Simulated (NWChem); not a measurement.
All runs are NWChem calculations. System: C₂H₄ClF, charge 0, spin multiplicity 1, at a geometry optimised with PBE0/def2-SVP. The structure started from a generated list of species. Level: B3LYP/aug-pcseg-1, VWN1-RPA local correlation.

The NWChem input:

```
start mol
memory heap 200 mb stack 900 mb global 1100 mb
geometry units angstroms nocenter noautoz noautosym
  C     -1.502794    -0.576745     0.221736
  C     -0.009584    -0.458370     0.336480
  F      0.593466    -1.313989    -0.522897
  Cl     0.529100     1.208405    -0.033250
  H     -1.816624    -0.335759    -0.803515
  H     -1.804758    -1.608603     0.455554
  H     -2.000537     0.109774     0.918952
  H      0.360296    -0.671711     1.351046
end
basis spherical
  * library aug-pcseg-1
end
dft
  xc b3lyp
  semidirect memsize 60000000 filesize 0
  iterations 100
end
task dft energy
```

Part of the output:

```
             Northwest Computational Chemistry Package (NWChem) 7.3.0
             --------------------------------------------------------

                                NWChem Input Module
                                -------------------

 Scaling coordinates for geometry "geometry" by  1.889725989
 (inverse scale =  0.529177249)

                             Geometry "geometry" -> ""
                             -------------------------

 Output coordinates in angstroms (scale by  1.889725989 to convert to a.u.)

  No.       Tag          Charge          X              Y              Z
 ---- ---------------- ---------- -------------- -------------- --------------
    1 C                    6.0000    -1.50279400    -0.57674500     0.22173600
    2 C                    6.0000    -0.00958400    -0.45837000     0.33648000
    3 F                    9.0000     0.59346600    -1.31398900    -0.52289700
    4 Cl                  17.0000     0.52910000     1.20840500    -0.03325000
    5 H                    1.0000    -1.81662400    -0.33575900    -0.80351500
    6 H                    1.0000    -1.80475800    -1.60860300     0.45555400
    7 H                    1.0000    -2.00053700     0.10977400     0.91895200
    8 H                    1.0000     0.36029600    -0.67171100     1.35104600

 Effective nuclear repulsion energy (a.u.)     166.3587896783

            Nuclear Dipole moment (a.u.)
            ----------------------------
        X                 Y               Z
 ---------------- ---------------- ----------------
     0.0000056692    -0.0000094486     0.0000188973


 Summary of "ao basis" -> "" (spherical)
 ------------------------------------------------------------------------------
       Tag                 Description            Shells   Functions and Types
 ---------------- ------------------------------  ------  ---------------------
 *                        aug-pcseg-1                 on all atoms

                                 NWChem DFT Module
                                 -----------------

 Summary of "ao basis" -> "ao basis" (spherical)
 ------------------------------------------------------------------------------
       Tag                 Description            Shells   Functions and Types
 ---------------- ------------------------------  ------  ---------------------
 C                        aug-pcseg-1                9       23   4s3p2d
 F                        aug-pcseg-1                9       23   4s3p2d
 Cl                       aug-pcseg-1               11       27   5s4p2d
 H                        aug-pcseg-1                5        9   3s2p

 Summary of "ao basis" -> "ao basis" (spherical)
 ------------------------------------------------------------------------------
       Tag                 Description            Shells   Functions and Types
 ---------------- ------------------------------  ------  ---------------------
 C                        aug-pcseg-1                9       23   4s3p2d
 F                        aug-pcseg-1                9       23   4s3p2d
 Cl                       aug-pcseg-1               11       27   5s4p2d
 H                        aug-pcseg-1                5        9   3s2p

            General Information
            -------------------
          SCF calculation type: DFT
          Wavefunction type:  closed shell.
          No. of atoms     :     8
          No. of electrons :    42
           Alpha electrons :    21
            Beta electrons :    21
          Charge           :     0
          Spin multiplicity:     1
          Use of symmetry is: off; symmetry adaption is: off
          Maximum number of iterations: 100
          AO basis - number of functions:   132
                     number of shells:    58
          Convergence on energy requested:  1.00D-06
          Convergence on density requested:  1.00D-05
          Convergence on gradient requested:  5.00D-04

              XC Information
              --------------
                         B3LYP Method XC Potential
                     Hartree-Fock (Exact) Exchange  0.200
                        Slater Exchange Functional  0.800 local
                    Becke 1988 Exchange Functional  0.720 non-local
              Lee-Yang-Parr Correlation Functional  0.810
                  VWN I RPA Correlation Functional  0.190 local

             Grid Information
             ----------------
          Grid used for XC integration:  medium
          Radial quadrature: Mura-Knowles
          Angular quadrature: Lebedev.
          Tag              B.-S. Rad. Rad. Pts. Rad. Cut. Ang. Pts.
          ---              ---------- --------- --------- ---------
          C                   0.70       49          13.0       434
          F                   0.50       49          13.0       434
          Cl                  1.00       88          15.0       590
          H                   0.35       45          14.0       434
          Grid pruning is: on
          Number of quadrature shells:   415
          Spatial weights used:  Erf1

          Convergence Information
          -----------------------
          Convergence aids based upon iterative change in
          total energy or number of iterations.
          Levelshifting, if invoked, occurs when the
          HOMO/LUMO gap drops below (HL_TOL):  1.00D-02
          DIIS, if invoked, will attempt to extrapolate
          using up to (NFOCK): 10 stored Fock matrices.

                    Damping( 0%)  Levelshifting(0.5)       DIIS
                  --------------- ------------------- ---------------
          dE  on:    start            ASAP                start
          dE off:    2 iters        100 iters           100 iters

      Screening Tolerance Information
      -------------------------------
          Density screening/tol_rho:  1.00D-10
          AO Gaussian exp screening on grid/accAOfunc:  14
          CD Gaussian exp screening on grid/accCDfunc:  20
          XC Gaussian exp screening on grid/accXCfunc:  20
          Schwarz screening/accCoul:  1.00D-08

      Superposition of Atomic Density Guess
      -------------------------------------

 Sum of atomic energies:        -636.08333525

      Non-variational initial energy
      ------------------------------

 Total energy =    -637.790087
 1-e energy   =   -1207.550048
 2-e energy   =     403.401172
 HOMO         =      -0.571364
 LUMO         =      -0.519677

------------------------------------------------------------
EAF file 0: "./mol.aoints.0" size=524288 bytes
------------------------------------------------------------
               write      read    awrite     aread      wait
               -----      ----    ------     -----      ----
     calls:        1         0         0         0         0
   data(b): 5.24e+05  0.00e+00  0.00e+00  0.00e+00
   time(s): 0.00e+00  0.00e+00  0.00e+00  0.00e+00  0.00e+00
rate(mb/s): 0.00e+00  0.00e+00
------------------------------------------------------------

   convergence    iter        energy       DeltaE   RMS-Dens  Diis-err    time
 ---------------- ----- ----------------- --------- --------- ---------  ------
 d= 0,ls=0.0,diis     1   -624.0469086512 -7.90D+02  8.17D+01  1.41D+01     6.4
 d= 0,ls=0.0,diis     2   -629.4469765733 -5.40D+00  5.36D-02  7.30D+01     8.2
 d= 0,ls=0.0,diis     3   -636.9840159080 -7.54D+00  2.63D-02  1.25D+01     9.7
 d= 0,ls=0.0,diis     4   -638.1288517005 -1.14D+00  1.27D-02  3.53D+00    11.3
 d= 0,ls=0.0,diis     5   -638.5647921030 -4.36D-01  8.75D-03  4.66D-01    13.0
 d= 0,ls=0.0,diis     6   -638.6350825700 -7.03D-02  2.83D-03  4.48D-02    14.8
  Resetting Diis
 d= 0,ls=0.0,diis     7   -638.6406458449 -5.56D-03  8.93D-04  7.44D-03    16.5
 d= 0,ls=0.0,diis     8   -638.6416274080 -9.82D-04  2.86D-04  2.56D-04    18.2
 d= 0,ls=0.0,diis     9   -638.6416187791  8.63D-06  1.45D-04  3.25D-04    19.8
 d= 0,ls=0.0,diis    10   -638.6416583636 -3.96D-05  2.29D-05  5.44D-06    21.3
 d= 0,ls=0.0,diis    11   -638.6416589930 -6.29D-07  3.63D-06  2.31D-07    22.9

         Total DFT energy =     -638.641658993008
      One electron energy =    -1210.223171147059
           Coulomb energy =      456.280638865872
    Exchange-Corr. energy =      -51.057916390162
 Nuclear repulsion energy =      166.358789678342

 Numeric. integr. density =       42.000002421068

     Total iterative time =     22.0s

                       DFT Final Molecular Orbital Analysis
                       ------------------------------------

 Vector   19  Occ=2.000000D+00  E=-3.739679D-01
              MO Center= -6.2D-03, -2.4D-01,  4.5D-02, r^2= 3.1D+00
   Bfn.  Coefficient  Atom+Function         Bfn.  Coefficient  Atom+Function
  ----- ------------  ---------------      ----- ------------  ---------------
    79      0.409805  4 Cl py                52      0.262325  3 F  py
    53     -0.263510  3 F  pz               124      0.225996  8 H  s
    78      0.198483  4 Cl px                55      0.188441  3 F  py
    30      0.185791  2 C  pz                56     -0.177282  3 F  pz
   106     -0.175305  6 H  s                 29     -0.172548  2 C  py

 Vector   20  Occ=2.000000D+00  E=-3.255549D-01
              MO Center=  4.6D-01,  1.0D+00, -2.1D-02, r^2= 1.7D+00
   Bfn.  Coefficient  Atom+Function         Bfn.  Coefficient  Atom+Function
  ----- ------------  ---------------      ----- ------------  ---------------
    80      0.584539  4 Cl pz                78     -0.409425  4 Cl px
    83      0.269145  4 Cl pz                79      0.257818  4 Cl py
    77     -0.223611  4 Cl pz                50      0.194277  3 F  s
    81     -0.187539  4 Cl px                75      0.156673  4 Cl px
    52      0.147645  3 F  py                55      0.111673  3 F  py

 Vector   21  Occ=2.000000D+00  E=-3.136114D-01
              MO Center=  3.8D-01,  8.7D-01,  4.6D-02, r^2= 2.0D+00
   Bfn.  Coefficient  Atom+Function         Bfn.  Coefficient  Atom+Function
  ----- ------------  ---------------      ----- ------------  ---------------
    78      0.571422  4 Cl px                80      0.430866  4 Cl pz
    81      0.289454  4 Cl px                75     -0.218260  4 Cl px
    83      0.207667  4 Cl pz               125     -0.196205  8 H  s
   124     -0.170089  8 H  s                 77     -0.164421  4 Cl pz
     8      0.157829  1 C  px                 5      0.149103  1 C  px

 Vector   22  Occ=0.000000D+00  E=-1.417631D-02
              MO Center= -1.1D+00, -8.7D-01,  1.4D+00, r^2= 1.3D+01
   Bfn.  Coefficient  Atom+Function         Bfn.  Coefficient  Atom+Function
  ----- ------------  ---------------      ----- ------------  ---------------
     4      1.422859  1 C  s                126     -1.077818  8 H  s
    27      0.746166  2 C  s                108     -0.748144  6 H  s
   117     -0.555865  7 H  s                  3      0.464354  1 C  s
   116     -0.440944  7 H  s                125     -0.423865  8 H  s
    26      0.325681  2 C  s                 36      0.295935  2 C  pz

 Vector   23  Occ=0.000000D+00  E= 1.139612D-03
              MO Center= -4.9D-01,  3.4D-01,  1.3D-01, r^2= 1.2D+01
   Bfn.  Coefficient  Atom+Function         Bfn.  Coefficient  Atom+Function
  ----- ------------  ---------------      ----- ------------  ---------------
    27      1.641833  2 C  s                126     -1.543374  8 H  s
    74     -1.254084  4 Cl s                 99      0.770858  5 H  s
   108      0.767360  6 H  s                 85      0.704898  4 Cl py
     4     -0.693107  1 C  s                 26      0.693309  2 C  s
    34      0.684832  2 C  px                82      0.559284  4 Cl py

 Vector   24  Occ=0.000000D+00  E= 8.940339D-03
              MO Center= -2.5D-01,  3.8D-01,  2.8D-01, r^2= 1.6D+01
   Bfn.  Coefficient  Atom+Function         Bfn.  Coefficient  Atom+Function
  ----- ------------  ---------------      ----- ------------  ---------------
   126      2.644989  8 H  s                 99     -2.033695  5 H  s
    74     -1.190992  4 Cl s                 36     -0.960771  2 C  pz
    34     -0.631179  2 C  px                85      0.616940  4 Cl py
     4      0.547458  1 C  s                 27      0.514174  2 C  s
   117     -0.477777  7 H  s                125      0.474306  8 H  s

 center of mass
 --------------
 x =   0.14577862 y =   0.05405527 z =  -0.05672163

 moments of inertia (a.u.)
 ------------------
         371.953582406185         -74.602015928351          39.560276732273
         -74.602015928351         230.426086010865         -25.189622072114
          39.560276732273         -25.189622072114         526.255223886258

     Multipole analysis of the density
     ---------------------------------

     L   x y z        total         alpha         beta         nuclear
     -   - - -        -----         -----         ----         -------
     0   0 0 0     -0.000000    -21.000000    -21.000000     42.000000

     1   1 0 0     -0.643696     -0.321851     -0.321851      0.000006
     1   0 1 0     -0.276038     -0.138014     -0.138014     -0.000009
     1   0 0 1      0.518109      0.259045      0.259045      0.000019

     2   2 0 0    -22.625461    -68.751583    -68.751583    114.877705
     2   1 1 0      0.710420    -21.301808    -21.301808     43.314036
     2   1 0 1      0.271511     10.536050     10.536050    -20.800590
     2   0 2 0    -24.238921    -95.652439    -95.652439    167.065957
     2   0 1 1     -1.167092     -5.115796     -5.115796      9.064500
     2   0 0 2    -22.653536    -23.784183    -23.784183     24.914829

 Task  times  cpu:       22.9s     wall:       22.9s

 Total times  cpu:       23.0s     wall:       23.0s
```
